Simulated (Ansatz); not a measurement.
## Ansatz (development build ahead of 0.2.0) run

```yaml
crystal:
  periodic: [false, false, false]
  atoms:
    - { symbol: H, position_ang: [0.56401, 0.0, 0.0] }
    - { symbol: H, position_ang: [-0.28201, 0.48845, 0.0] }
    - { symbol: H, position_ang: [-0.28201, -0.48845, 0.0] }
basis:
  gaussian: { orbitals: def2-TZVP }
total_charge: 1
hamiltonian:
  xc: hf
correlation:
  method: mp2
  frozen_orbitals: { H: 0 }
```

The input is written out in the form of the current development build from the run's settings.

The run gave:

| Item | Value |
| --- | --- |
| Converged | yes |
| Reference energy | -1.29041 hartree |
| Correlation energy | -0.03120 hartree |
| Total energy | -1.32161 hartree |
| Spin squared of the determinant | 0.000 |

Caution: bonds are stretched, where a single reference can fail; stretched shape with no unrestricted run beside it, a lower state can exist.
